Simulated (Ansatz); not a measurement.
The cluster Te4, relaxed as a triplet with UKS PBE-D4/def2-SVP in Ansatz, starting from the PBE-D4/def2-SVP geometry of the neutral singlet. Force threshold 0.02 eV/Å.

In the def2 sets Te takes a core potential; there is no spin–orbit coupling. At PBE0-D4/def2-TZVP a singlet of charge 0 lies 0.37 eV below the triplet, each at its own geometry. The structure comes from a short search, and lower isomers may exist.

Start:

```xyz
4

Te   -0.2747   -1.3340   -1.3740
Te   -0.9745   -1.0089    1.3325
Te    1.0964    0.8969    1.3178
Te    0.1529    1.4460   -1.2763
```

Task: Estimate the energy that the relaxation releases and the steps that it takes.

Result: 0.69 eV, in 7 steps; 18 s on 4 threads of Arm Neoverse N1 on a shared host. No frequencies were taken in this run, so the end may be a saddle point.

Task: Does the start keep its bonding and symmetry?

Result: By distances, no bond broke or formed. The bond that changes most is Te1–Te4, from 2.81 to 2.82 Å (atoms count from 1). Point group D2d at the start, D2h at the end, both within 0.05 Å.

Task: Predict the relaxed structure.

Result: 
```xyz
4

Te   -0.7638   -1.2509   -1.5072
Te   -0.5692   -1.2294    1.3088
Te    0.7713    1.2470    1.5067
Te    0.5618    1.2334   -1.3083
```
Bond lengths: 4 × Te–Te 2.82 Å.
